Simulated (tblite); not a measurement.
Compound: C3H12NSi3 (doublet state).
Geometry (GFN2-xTB, Å), atoms numbered from 1 in this order:
```xyz
19
C3H12NSi3 angstrom
C     -2.8009   -1.0608    0.4741
Si    -1.8617    0.5761    0.3145
C      0.0020    0.2789    0.6722
C      0.8164    1.4561    0.5315
N      0.8588    2.5877    0.0746
Si     0.9612   -0.9633   -0.4602
Si     3.1529   -0.3991   -0.0080
H     -2.6803   -1.4939    1.4625
H     -2.4498   -1.7890   -0.2504
H     -3.8631   -0.9132    0.3084
H     -1.9883    1.1206   -1.0434
H     -2.3709    1.5605    1.2800
H      0.1142   -0.1142    1.6861
H      0.0819    3.1016   -0.3467
H      0.4598   -2.3058   -0.1264
H      0.5077   -0.7266   -1.8393
H      4.0561   -1.4908   -0.4133
H      3.3789   -0.2060    1.4275
H      3.6152    0.7904   -0.7210
```

Method: GFN2-xTB as coded in tblite; computed harmonic values from a numerical Hessian at the method's own geometry, unscaled. Errors from tens to a few hundred cm⁻¹ against measured bands are possible. Modes of hydrogen on silicon can be 10 to 20 % off. One conformer, not necessarily the lowest. Open shells enter through the occupations alone, without spin polarisation, and single modes of such species can be off by tens of per cent.

Harmonic wavenumbers (cm⁻¹): 33.8, 40.6, 62.8, 90.8, 104.2, 117.2, 145.3, 167.6, 192.3, 255.5, 370.9, 429.4, 439.3, 461.4, 476.6, 478.9, 529.9, 550.7, 581.7, 644.1, 658.7, 677.1, 760.8, 773.4, 791.3, 798.2, 800.1, 824.9, 826.1, 833.7, 838.5, 924.6, 995.2, 1009.4, 1150.0, 1371.6, 1485.8, 1489.8, 1898.8, 2160.3, 2168.3, 2188.4, 2209.9, 2224.4, 2228.2, 2260.9, 2918.4, 3040.1, 3044.3, 3049.0, 3107.6.

A = 2239, B = 833.2, C = 645.9 MHz; mass 146.028 u (most abundant isotopes); point group C1, symmetry number 1; spin multiplicity 2.

Task: Zero-point energy?

Result: Half the sum of the wavenumbers: 27840 cm⁻¹ = 79.60 kcal/mol.

Task: Give the ideal-gas entropy at 400 K and 1 bar in the rigid-rotor, harmonic-oscillator model (classical rotation).

Result: Translation 42.33, rotation 30.84, vibration 57.85, spin (R ln 2) 1.38: S = 132.4 cal/(mol K).

Task: And Cp and H(400 K) − H(0)?

Result: Cp = 58.75 cal/(mol K), of which vibrations give 50.80 (their classical limit is 51 R = 101.3); H(400 K) − H(0) = 14.46 kcal/mol without the zero-point energy, 11.28 from vibrations.

Task: How do the functions run with temperature in this model?

Result: 
| T (K) | S (cal/(mol K)) | Cp (cal/(mol K)) | H − H(0) (kcal/mol) | G − H(0) (kcal/mol) | ln q(vib) |
| --- | --- | --- | --- | --- | --- |
| 150 | 89.8 | 30.4 | 3.02 | -10.46 | 5.49 |
| 250 | 108.4 | 43.4 | 6.71 | -20.39 | 9.41 |
| 298.15 | 116.6 | 49.1 | 8.94 | -25.81 | 11.22 |
| 600 | 158.9 | 71.9 | 27.61 | -67.73 | 21.66 |
| 900 | 190.6 | 84.3 | 51.19 | -120.34 | 30.53 |

q(vib) and H(0) count from the zero-point level.

Task: Blend soft modes into free rotors: weight 1/[1 + (100 cm⁻¹/ν̃)⁴] for the oscillator and the rest for a rotor with moment μB/(μ + B), μ = h/(8π²ν), B = 10⁻⁴⁴ kg m². What vibrational entropy results?

Result: 51.67 cal/(mol K) in place of 57.85, which changes −T·S at 400 K by +2.47 kcal/mol.

Task: Which modes carry the vibrational entropy at 400 K?

Result: 33.8 cm⁻¹: 6.18; 40.6 cm⁻¹: 5.81; 62.8 cm⁻¹: 4.95; 90.8 cm⁻¹: 4.22; 104.2 cm⁻¹: 3.95; 117.2 cm⁻¹: 3.72 cal/(mol K); the other 45 give 29.02 together.

Hindered rotation and anharmonicity are outside this model. Other conformers, if any are populated, would add a mixing term that is left out. The structure is chiral; the term R ln 2 for an equal mix with its mirror image is left out.
